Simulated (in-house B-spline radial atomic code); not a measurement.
Er is squeezed into an impenetrable sphere of radius R (the orbitals vanish at R). Computed with an all-electron radial atomic-structure program (B-spline basis): Dirac-Kohn-Sham LDA VWN5, spherical fractional occupations, Fermi nucleus of rms radius 5.2516 fm.

Energies in eV above the free atom in [Xe] 4f12 6s2:

```
R (bohr)  highest level (eV)  [Xe] 4f12 6s2  [Kr] 4d10 4f12 5s2 5p5 6s2 6f1  [Kr] 4d10 4f13 5s2 5p5 6s2
    9.98               -2.76        0.05377                           39.67                       24.41
    6.14              -0.985          2.261                           57.55                       26.65
    4.62                3.58          10.54                            86.1                       35.23
    4.49                4.52          12.15                           90.52                       36.91
    3.55                17.8          37.81                           147.4                        63.5
    3.17                29.9          64.58                           195.9                       90.99
    2.47                82.4          205.7                           407.9                       233.4
    2.08                 155          443.7                           720.7                       469.6
    1.75                 280          932.6                            1314                       948.1
     1.6                 377           1356                            1805                        1359
```

**Question.** Does [Kr] 4d10 4f12 5s2 5p5 6s2 6f1 fall below [Xe] 4f12 6s2 under compression?

**Answer.** No, it stays above over the whole range.

**Question.** Does [Kr] 4d10 4f13 5s2 5p5 6s2 fall below [Xe] 4f12 6s2 under compression?

**Answer.** No, it stays above over the whole range.

The highest level is first positive in the row R = 4.62 bohr, pushed up by confinement above the zero of the free ion's potential. Each configuration is held fixed and needn't be the lowest in the sphere.
